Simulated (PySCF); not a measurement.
**Pd²⁺ (palladium, charge +2) across methods**

[Kr] 4d7 5p1, one real determinant (an excited configuration). Calculation: PySCF 2.14, in aug-cc-pVDZ-PP with ECP28MDF (5s5p4d2f, 54 functions); scalar relativity through the core potential.

```
method  E (hartree)  mean ε 4d α (eV)  mean ε 4d β (eV)  mean ε 5p α (eV)  Σ⟨r²⟩ (bohr²)   ⟨S²⟩
  PBE0    -125.9372           -35.615           -33.262           -17.503          33.92  6.001
 HSE06    -125.9350           -35.185           -32.841           -17.127          33.93  6.001
PBEsol    -125.7605           -33.311           -31.039           -16.883          33.89  6.000
 TPSSh    -125.9091           -34.213           -32.215           -17.021          33.91  6.001
   LDA    -125.6574           -33.453           -31.120           -17.014          33.92  6.000
   UHF   -125.28483           -41.501           -38.454           -18.911          34.37  6.003
   PBE    -125.9406           -33.341           -31.174           -16.858          33.90  6.000
r2SCAN    -125.9817           -33.922           -31.387           -17.000          33.78  6.001
 B3LYP    -125.9803           -35.109           -32.969           -17.376          33.93  6.001
```

⟨L²⟩ = 13.76 against 20 for a pure G term, so this real determinant mixes terms. Energies and moments cover only the electrons outside the core potential.
